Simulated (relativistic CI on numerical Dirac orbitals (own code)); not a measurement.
**Magnetism of Lu4+, 4f13, in a crystal field**

Calculated by Dirac-Coulomb-Breit CI, orbitals from a KLI potential per configuration, model QED (radiative potential, 1s self-energy scaled to tabulated hydrogen-like ionisation energies), valence Slater integrals scaled by 0.7, one configuration in a parametric crystal field (own radial code).

Field parameters in Wybourne normalisation; cubic f-shell fields have B⁴₄ = √(5/14) B⁴₀ and B⁶₄ = −√(7/2) B⁶₀. The field is a parameter set, without covalency.

S is read from ⟨S²⟩ = S(S + 1).

Powder χT (cm³ K mol⁻¹) by Van Vleck's formula, with temperature-independent terms:

```csv
Field,2 K,5 K,10 K,20 K,50 K,100 K,200 K,300 K
"C2v, B20 = 290, B22 = -70, B40 = 260, B42 = 410, B44 = -670, B60 = -340, B62 = 390, B64 = -760, B66 = 550 cm⁻¹",1.02,1.04,1.08,1.15,1.37,1.72,2.17,2.36
"C2v, B20 = 230, B22 = -450, B40 = -20, B42 = 200, B44 = -630, B60 = 120, B62 = 360, B64 = 800, B66 = 510 cm⁻¹",0.517,0.555,0.617,0.743,1.11,1.63,2.16,2.36
"D3h, B20 = -160, B40 = -590, B60 = -700, B66 = -300 cm⁻¹",0.829,1.1,1.36,1.58,1.95,2.26,2.46,2.52
"D4h, B20 = -1830, B40 = 530, B44 = -40, B60 = -310, B64 = -610 cm⁻¹",1.99,1.99,2,2.01,2.05,2.11,2.22,2.32
"Oh, B40 = -2740, B60 = -490 cm⁻¹",1.12,1.13,1.15,1.19,1.31,1.5,1.84,2.08
"Oh, B40 = -2050, B60 = 1210 cm⁻¹",1.15,1.16,1.17,1.19,1.25,1.35,1.55,1.76
```

For C2v, B20 = 290, B22 = -70, B40 = 260, B42 = 410, B44 = -670, B60 = -340, B62 = 390, B64 = -760, B66 = 550 cm⁻¹: what effective moment follows at 300 K?

μ_eff = √(8χT) = 4.35 μB. The LS value g√(J(J + 1)) of the free ion's ²F°7/2 level is 4.54 μB.
